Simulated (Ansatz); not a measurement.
Reaction (isomerisation): `C[Si](N)(O)F` → `NC(F)O[SiH3]`

Computed with Ansatz on PBE0-D4/def2-TZVP structures; ΔE is electronic, products minus reactants. CCSD(T)/CBS adds triple-zeta CCSD(T) − MP2 to the extrapolated MP2 energy (def2 sets, frozen cores). DFT in def2-TZVPP. B3LYP here is the variant with VWN-RPA as its local correlation; programs differ in this. One conformer a species, not always the lowest.

| level | ΔE (kJ/mol) |
| --- | --- |
| BLYP-D4 | 381.6 |
| B3LYP | 387.8 |

**Question.** What does CCSD(T)/CBS give? (An estimate is asked.)

**Answer.** Computed: +410.1 kJ/mol. The listed levels differ from it by -28.5, -22.3 kJ/mol.

**Question.** What do rigid-rotor, harmonic-oscillator terms from PBE0-D4/def2-TZVP frequencies (298.15 K, 1 bar) make of the CCSD(T)/CBS value? (Best estimate.)

**Answer.** The calculation gave: ΔZPE = -7.9 kJ/mol, ΔH = +399.4 kJ/mol, ΔS = -8 J/(mol·K), ΔG = +401.7 kJ/mol.

Largest T1 diagnostic among the species: 0.012.

The D4 term adds +3.4 kJ/mol with B3LYP and +1.7 kJ/mol with PBE0; it sums over pairs of atoms, weighted by their polarisabilities, and B3LYP, whose exchange is more repulsive, gets the larger term. From PBE to PBE0 (25 % exact exchange), in def2-TZVPP and without D4, ΔE moves by +12.0 kJ/mol. At CCSD(T), def2-SVP lies −81.8 kJ/mol from the extrapolated value and def2-TZVPP −12.4 kJ/mol.
